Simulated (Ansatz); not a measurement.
Isolated molecules relaxed with PBE0-D4/def2-TZVP in Ansatz; ΔE leaves out vibrations. CCSD(T)/CBS adds triple-zeta CCSD(T) − MP2 to the extrapolated MP2 energy (def2 sets, frozen cores). This one scheme is used for every species. DFT in def2-TZVPP. B3LYP here is the variant with VWN-RPA as its local correlation; programs differ in this. Elements past krypton have def2 core potentials. For Br, Sn outer-core shells are correlated without core-valence functions, which leaves a few kJ/mol of doubt a bond. Scalar relativity is left out up to krypton. One conformer a species, not always the lowest.

Consider the ligand exchange at the Sn–N bond: `[CH3][Sn][NH2]` + HBr → `[CH3][Sn][Br]` + NH₃.

```tsv
level	ΔE (kJ/mol)
B3LYP-D4	-111.1
PBE-QIDH	-111.9
revPBE	-110.4
SCS-MP2/def2-TZVPP	-103.9
```

Question: What does CCSD(T)/CBS give? (Estimate.)

Answer: Computed: -108.7 kJ/mol. The listed levels differ from it by -2.4, -3.2, -1.7, 4.8 kJ/mol.

Largest T1 diagnostic among the species: 0.016.

At CCSD(T), def2-SVP lies +8.4 kJ/mol from the extrapolated value and def2-TZVPP +7.8 kJ/mol. From PBE to PBE0 (25 % exact exchange), in def2-TZVPP and without D4, ΔE moves by −6.2 kJ/mol. In def2-TZVPP, CCSD(T) changes the Hartree–Fock value by +25.5 kJ/mol (the triples alone add +3.2 kJ/mol) and MP2 by +22.2 kJ/mol.
